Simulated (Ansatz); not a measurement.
CH3O, doublet, at a GFN2-xTB geometry; B3LYP5/cc-pVDZ in Ansatz (an electronic-structure program).

Ansatz was given this input:
Ansatz 0.2 input:
```yaml
crystal:
  periodic: [false, false, false]
  atoms:
    - {symbol: C, position_ang: [-0.54116997, 0.05353428, 0.00083229]}
    - {symbol: O, position_ang: [0.76176720, -0.09588941, -0.01975640]}
    - {symbol: H, position_ang: [-0.92867698, -0.03773698, 1.04276980]}
    - {symbol: H, position_ang: [-0.81706085, 1.11029291, -0.22559941]}
    - {symbol: H, position_ang: [-1.10137993, -0.62664630, -0.66411297]}
basis:
  gaussian:
    orbitals: cc-pVDZ
hamiltonian:
  xc: b3lyp5
magnetization: {spin_polarized: true, initial_magnetization: 1}
accuracy: high
```

The log (banner, timings and long lists left out):

```
Functional definition: B3LYP5
965 factors; integrals over basis functions are off by at most 3.3e-9 eV
mean field evaluation 1: about -3126.4489 eV, gradient 2.3e1 eV
mean field evaluation 2: about -3125.9600 eV, gradient 2.6e1 eV
mean field evaluation 4: about -3128.9477 eV, gradient 1.8e0 eV
mean field evaluation 8: about -3129.0599 eV, gradient 7.3e-2 eV
mean field evaluation 16: about -3129.0600 eV, gradient 9.2e-5 eV
mean field -3129.05996471 eV, -114.9908327500 hartree, gradient 1.6e-8 eV, S^2 0.753459; 1 other end points of the search recorded, 0 dependent functions left out
reference -3129.05999328 eV, -114.9908338000 hartree; 9, 8 occupied and 34, 35 virtual orbitals, 965 factors
Total energy: -3129.05999328 eV, -114.9908338000 hartree
```
